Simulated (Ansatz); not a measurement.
C2H8OSi (`CC(O)[SiH3]`). The species carries charge 0 and has multiplicity 1.

Cartesian coordinates in Å:
```
C 0.640 1.163 -0.373
C 0.458 -0.280 0.061
O 0.687 -1.190 -1.009
Si -1.297 -0.636 0.685
H 0.465 1.852 0.457
H 1.662 1.335 -0.731
H -0.047 1.418 -1.184
H 1.150 -0.490 0.891
H 1.563 -1.021 -1.369
H -2.284 -0.328 -0.383
H -1.570 0.236 1.861
H -1.428 -2.058 1.095
```

(1) List the harmonic frequencies (cm⁻¹, unscaled) at PBE0-D4/def2-TZVP in Ansatz. (Estimate.)

(2) Is this a minimum?

(3) Give the ideal-gas thermochemistry at 298.15 K and 1 bar (rigid rotor, harmonic oscillator; point group C1, symmetry number 1).

(4) And at 400, 500, 600, 800 and 1000 K?

Answers

(1) Computed: 133, 212, 232, 279, 292, 414, 579, 629, 704, 904, 919, 940, 944, 1007, 1096, 1116, 1202, 1330, 1375, 1398, 1479, 1490, 2216, 2230, 2240, 2976, 3028, 3099, 3126, 3825.

(2) Yes, all 30 modes are real.

(3) Zero-point energy 247.7 kJ/mol; H(298) − E = 267.2 kJ/mol; entropy 323.1 J/(mol·K), of which translation 162.9, rotation 106.8, vibration 53.3; G(298) − E = 170.9 kJ/mol.

(4) 
```
T (K)  H − E (kJ/mol)  S (J/mol/K)  G − E (kJ/mol)
  400           279.0        356.9           136.3
  500           292.8        387.6            99.0
  600           308.6        416.2            58.8
  800           344.5        467.7           -29.7
 1000           385.0        512.8          -127.8
```
